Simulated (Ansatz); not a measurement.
Compare A (`CCC#CCCCC`) with its isomer B (`C#CCCCCCC`).

Isolated molecules relaxed with PBE0-D4/def2-TZVP in Ansatz; ΔE leaves out vibrations. CCSD(T)/CBS adds triple-zeta CCSD(T) − MP2 to the extrapolated MP2 energy (def2 sets, frozen cores). DFT in def2-TZVPP. B3LYP here is the variant with VWN-RPA as its local correlation; programs differ in this. One conformer a species, not always the lowest.

A:

```xyz
22

C     3.143   -0.477    0.979
C     2.754    0.993    1.108
C     1.401    1.260    0.647
C     0.280    1.456    0.255
C    -1.084    1.665   -0.207
C    -1.938    0.397   -0.153
C    -1.433   -0.711   -1.059
C    -2.280   -1.969   -0.974
H     4.163   -0.638    1.335
H     2.471   -1.108    1.564
H     3.087   -0.802   -0.062
H     3.456    1.613    0.539
H     2.848    1.310    2.153
H    -1.062    2.047   -1.235
H    -1.551    2.448    0.400
H    -2.965    0.661   -0.432
H    -1.976    0.038    0.881
H    -1.412   -0.348   -2.094
H    -0.396   -0.942   -0.796
H    -3.318   -1.769   -1.255
H    -2.286   -2.370    0.043
H    -1.902   -2.752   -1.637
```

B:

```xyz
22

C    -3.1264   -0.4202    1.8990
C    -2.6990   -0.9679    0.9196
C    -2.1567   -1.6311   -0.2549
C    -0.6290   -1.5847   -0.3216
C    -0.0730   -0.1771   -0.4403
C     1.4463   -0.1465   -0.4789
C     2.0393    1.2433   -0.6713
C     1.7550    2.2015    0.4743
H    -3.5114    0.0630    2.7653
H    -2.5781   -1.1636   -1.1523
H    -2.4974   -2.6715   -0.2600
H    -0.3053   -2.1844   -1.1791
H    -0.2198   -2.0679    0.5718
H    -0.4687    0.2936   -1.3499
H    -0.4430    0.4195    0.3989
H     1.8384   -0.5807    0.4497
H     1.7951   -0.7984   -1.2887
H     3.1227    1.1493   -0.7997
H     1.6597    1.6690   -1.6079
H     0.6864    2.3986    0.5847
H     2.1149    1.7937    1.4237
H     2.2503    3.1625    0.3176
```

**Question.** Which isomer does CCSD(T)/CBS put lower? Give the gap. (Estimate.)

**Answer.** The calculation gave: A, by 18.5 kJ/mol.

**Question.** Give E(B) − E(A) in kJ/mol with BLYP-D4, r2SCAN-D4, CCSD/def2-TZVPP, B3LYP-D4, B2PLYP, CCSD(T)/def2-SVP, LDA (SPW92). (An estimate is asked.)

**Answer.** The calculation gave: BLYP-D4 26.0, r2SCAN-D4 25.7, CCSD/def2-TZVPP 19.7, B3LYP-D4 25.9, B2PLYP 25.8, CCSD(T)/def2-SVP 21.2, LDA (SPW92) 25.9. None reverses the order clearly.

Largest T1 diagnostic: 0.010.

Leaving LDA and LC-ωPBE aside and taking each functional with its dispersion term where it has one, the values, not all of them listed here, spread over 7.1 kJ/mol, from ωB97M-V to PBE-D4. LDA lies −4.3 kJ/mol from PBE without D4. The D4 term adds −3.7 kJ/mol with B3LYP and −2.0 kJ/mol with PBE0; it sums over pairs of atoms, weighted by their polarisabilities, and B3LYP, whose exchange is more repulsive, gets the larger term.
